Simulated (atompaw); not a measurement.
# iron: PAW (atompaw) pseudisation with LDA (PW92), scalar-relativistic reference atom.

Fe, PAW, made with atompaw 4.2.0.5 (LDA (PW92), scalar-relativistic). Core [Ne], reference 3s2 3p6 3d6 4s0 4p0 (charge +2). Waves: 3s (bound): rc 1.00 bohr; 4s (bound, empty): rc 1.70 bohr; 3p (bound): rc 1.05 bohr; 4p (bound, empty): rc 1.70 bohr; 3d (bound): rc 1.25 bohr; 3d channel at -1.3 Ry: rc 1.70 bohr. Local part: ultrasoft scheme with l = 3 at 1 Ry, radius 1.50 bohr. Core correction: smooth core density matched at 0.90 bohr. Augmentation charge: sinc compensation charge, radius 1.70 bohr; PAW radius 1.70 bohr; waves and projectors: custom rrkj gramschmidtortho.

All-electron outer shells of the reference configuration (LDA (PW92), scalar-relativistic, ld1.x):

```tsv
shell	level (eV)	outermost node (bohr)	outermost maximum (bohr)
2p	-716.30	–	0.18
3s	-112.05	0.33	0.70
3p	-78.48	0.30	0.72
3d	-26.04	–	0.71
4s	-20.36	1.00	2.15
4p	-14.32	1.08	2.53
```

(1) Does this generation succeed?

## Answers

(1) No. atompaw 4.2.0.5 stopped with "atompaw: The overlap operator has at least one negative eigenvalue!": the overlap operator built from these waves and projectors is not positive definite.
